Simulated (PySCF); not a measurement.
Coordinates in bohr (charge 0 multiplicity 5):
```
Co    0.5911    0.0000   -0.1552
O    -2.4037    0.0000    0.5484
H     3.5593    0.0000    0.3704
```

Level of theory: UPBE0/[Co def2-TZVP, O def2-TZVP, H def2-TZVP], no relativity, density fitting, PySCF.

This geometry of HCoO is a stationary point at this level.

Task: What is the point group?

Result: Cs.

Task: Is it a minimum?

Result: Yes: all harmonic wavenumbers are real.

Task: Which band is strongest in the infrared?

Result: 208 cm⁻¹ (a'), 190 km/mol.

Task: What are the dipole moment and the gap between the highest occupied and lowest empty levels of either spin?

Result: 1.65 D and 4.41 eV.

This need not be the most stable arrangement of these atoms. With open d or f shells other occupations or spin states may lie lower.
